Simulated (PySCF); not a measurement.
Removing an electron from GaBr

GaBr (singlet state).
Structure used (PBE0-D3(BJ)/def2-TZVP), in Å, numbered top down from 1:
```xyz
2
GaBr angstrom
Ga     1.1957   -0.0287    0.0018
Br    -1.1782   -0.0001   -0.0139
```

Level: wB97X-D/aug-cc-pVTZ (PySCF). Frontier orbitals with their largest atomic shares (Löwdin; up to four atoms above 4 %):

```json
{"orbital": "HOMO−3", "ε (eV)": "-13.26", "main atoms": "Br2 52 %, Ga1 48 %"}
{"orbital": "HOMO−2", "ε (eV)": "-10.09", "main atoms": "Br2 85 %, Ga1 15 %"}
{"orbital": "HOMO−1", "ε (eV)": "-10.09", "main atoms": "Br2 85 %, Ga1 15 %"}
{"orbital": "HOMO", "ε (eV)": "-9.10", "main atoms": "?"}
{"orbital": "LUMO", "ε (eV)": "-0.30", "main atoms": "Ga1 87 %, Br2 13 %"}
{"orbital": "LUMO+1", "ε (eV)": "-0.30", "main atoms": "Ga1 87 %, Br2 13 %"}
{"orbital": "LUMO+2", "ε (eV)": "0.78", "main atoms": "Ga1 97 %"}
```

**Question.** What vertical ionisation energy does ΔSCF give, and how far is −ε(HOMO) from it?

**Answer.** ΔSCF: 9.71 eV (937 kJ/mol; threshold wavelength 128 nm); ⟨S²⟩ of the doublet left behind is 0.759, against 0.75 for a pure doublet. −ε(HOMO) is 9.10 eV, 0.61 eV below it. In exact Kohn–Sham theory the two would be equal; wB97X-D (range-separated hybrid) falls short of its own ΔSCF value by 6 %. Holes in the HOMO−1 and HOMO−2 were tried too where these lie within 1.2 eV of the HOMO; the lowest converged state counts.

**Question.** On which atoms does the HOMO lie?

**Answer.** Ga1 (gallium bonded to Br) 61 %, Br2 (bromine bonded to Ga) 39 %, so more than half of it is on one atom. The HOMO−1 lies 0.99 eV lower.

**Question.** And the vertical electron affinity, the fundamental gap, Mulliken's electronegativity and the hardness (with the factor ½)?

**Answer.** EA = 0.15 eV by ΔSCF (−ε(LUMO) = 0.30 eV). IE − EA = 9.56 eV against an orbital gap of 8.80 eV; (IE + EA)/2 = 4.93 eV; (IE − EA)/2 = 4.78 eV. Parr's electrophilicity index (IE + EA)²/[8(IE − EA)] is 1.27 eV.

**Question.** Shift the occupied levels rigidly so that −ε(HOMO) equals the ΔSCF value. What binding energies result?

**Answer.** The shift is +0.61 eV: HOMO 9.71, HOMO−1 10.70, HOMO−2 10.70, HOMO−3 13.87 eV. A rigid shift is only a rough guide to the deeper ionisations.

**Question.** What total energies stand behind the ΔSCF value?

**Answer.** E(N) = -4499.27979 Eh and E(N − 1) = -4498.92296 Eh at the same geometry, 0.35683 Eh apart. With one more electron, E(N + 1) = -4499.28546 Eh.

**Question.** The lowest singlet excitation (vertical TDDFT, same level) lies at 4.53 eV. How far is it below IE − EA?

**Answer.** IE − EA = 9.56 eV, so by 5.03 eV.

Isolated species at its PBE0-D3(BJ)/def2-TZVP geometry, gas phase. The calculation is non-relativistic, for gallium and bromine too.

wB97X-D is run here without its empirical dispersion term; that term would change no orbital, density or response property at a fixed geometry.
